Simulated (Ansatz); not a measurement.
A displaced shape of singlet TiO2:

```xyz
3

Ti   -0.0424    0.0219   -0.3737
O    -0.0202    1.3567    0.5682
O    -0.0139   -1.3736    0.5339
```

It was optimised with PBE0/def2-SVP in Ansatz (development build ahead of 0.2.0) to forces under 0.001 eV/Å, with restricted orbitals. Each step stands on the lowest determinant of that kind that the program's search found.

**Question.** What shape does it relax to, and how does the optimisation go?

**Answer.**

| atom | x (Å) | y (Å) | z (Å) |
| --- | --- | --- | --- |
| Ti | -0.0423 | 0.0110 | -0.3726 |
| O | -0.0200 | 1.3224 | 0.5707 |
| O | -0.0142 | -1.3285 | 0.5302 |

Bond lengths: Ti1–O2 1.616 Å, Ti1–O3 1.616 Å. Angles: O2–Ti1–O3 110.3°.

| step | E − E(start) (eV) | largest force (eV/Å) |
| --- | --- | --- |
| 1 | 0.0000 | 1.9329 |
| 2 | -0.0613 | 0.7163 |
| 3 | -0.0697 | 0.1059 |
| 4 | -0.0699 | 0.0335 |
| 5 | -0.0700 | 0.0008 |

The optimisation ended after 5 steps with its threshold met.
